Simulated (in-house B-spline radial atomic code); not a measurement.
The numbers below are computed, except where a source is named.
# C6 from the polarisability at imaginary frequency: Zr⁴⁺

HSE06 linear response of the closed shell [Ar] 3d10 4s2 4p6, from an all-electron radial atomic-structure program (B-spline basis); scalar-relativistic (spin-free one-electron X2C), finite nucleus, no spin-orbit coupling; shells from n = 2 respond.

The dispersion coefficient of two like species is C6 = (3/π) ∫ α(iu)² du from 0 to ∞.

```json
{"u (hartree)": "0", "α(iu) (bohr³)": "2.991"}
{"u (hartree)": "0.335", "α(iu) (bohr³)": "2.855"}
{"u (hartree)": "0.783", "α(iu) (bohr³)": "2.379"}
{"u (hartree)": "1.34", "α(iu) (bohr³)": "1.723"}
{"u (hartree)": "2.24", "α(iu) (bohr³)": "1.013"}
{"u (hartree)": "3.35", "α(iu) (bohr³)": "0.5934"}
{"u (hartree)": "5.03", "α(iu) (bohr³)": "0.3312"}
{"u (hartree)": "7.83", "α(iu) (bohr³)": "0.1756"}
{"u (hartree)": "11.2", "α(iu) (bohr³)": "0.1056"}
{"u (hartree)": "16.8", "α(iu) (bohr³)": "0.05852"}
{"u (hartree)": "28", "α(iu) (bohr³)": "0.02641"}
{"u (hartree)": "55.9", "α(iu) (bohr³)": "0.008162"}
```

(1) Fit one oscillator, α(iu) = α(0)/(1 + u²/ω²), through u = 1.34 and estimate C6.

(2) How does that compare with the full integral?

Answers

(1) From α(0)/α(iu) − 1 = 2.991/1.723 − 1 = 0.7359, ω = u/√0.7359 = 1.5620 hartree (42.5 eV). London's formula gives C6 = (3/4) α(0)² ω = 0.75 × 2.991² × 1.5620 = 10.48 hartree·bohr⁶, and the oscillator holds f = α(0) ω² = 7.30 electrons, of a sum of oscillator strengths of 34.6.

(2) The program's quadrature over all excitations gives C6 = 10.79, so the single oscillator is off by -2.9 %. At the last point the fit gives α = 0.00233 against 0.00816: higher excitations, and deeper shells where there are any, keep the true curve higher at large u.
